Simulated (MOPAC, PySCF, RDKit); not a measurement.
Dimer: NH3 (SMILES N) (first 4 atoms) with H2S (SMILES S); geometry from B3LYP-D3(BJ)/def2-TZVP, rigid monomers moved along the line of their centres of mass till N1···H7 is 2.47 Å.
(charge 0, multiplicity 1):
| atom | x (Å) | y (Å) | z (Å) |
|---|---|---|---|
| N | 0.0062 | 0.1635 | 0.3251 |
| H | -0.7772 | -0.4607 | 0.1701 |
| H | -0.1930 | 1.0317 | -0.1588 |
| H | 0.8211 | -0.2526 | -0.1111 |
| S | 0.7239 | 0.8695 | 4.0215 |
| H | -0.2473 | 0.0597 | 4.4715 |
| H | 0.4458 | 0.6002 | 2.7202 |

Monomers are frozen at their geometry in the pair; levels with a basis set take the counterpoise correction.

Rows in 6-31G* carry no dispersion term and start afresh at each structure (6-31G* with six Cartesian d functions). MP2/6-31G* freezes PySCF's default core. The state that PM3, PM7 reach isn't checked; PM7 holds dispersion and hydrogen-bond terms.

Run with MOPAC for PM3, PM7 (differences of heats of formation); PySCF for 6-31G* rows; RDKit for the force fields. Each number belongs to the level named beside it.

One of these levels gives -9.8 kJ/mol for the interaction energy. Name it.
A) MP2/6-31G*
B) PM7
C) PM3
D) MMFF94

D, MMFF94. The others give -4.7 (PM3), -15.9 (PM7), -14.5 (MP2/6-31G*)
